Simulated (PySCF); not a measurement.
Vertical excitations of a molecule C₃H₇NSi from PySCF with TDA-PBE0/def2-SVPD, as energy in eV (oscillator strength): 3.97 (0.000), 5.47 (0.002), 6.11 (0.087), 6.19 (0.160), 6.46 (0.003), 6.49 (0.006), 6.70 (0.016), 6.78 (0.011), 6.85 (0.051), 7.03 (0.517). Lowest triplet (TDA): 3.55 eV. The structure is a stationary point at PBE0-D3(BJ)/def2-SVP. One conformer was computed; it need not be the lowest.

Problem. Identify the compound among the candidates.
A) NC=C=C[SiH3]
B) C[C@@H]1N=C[SiH2]1
C) N[C@H]1C=C[SiH2]1
D) C#CCN[SiH3]

Solution. A, NC=C=C[SiH3]
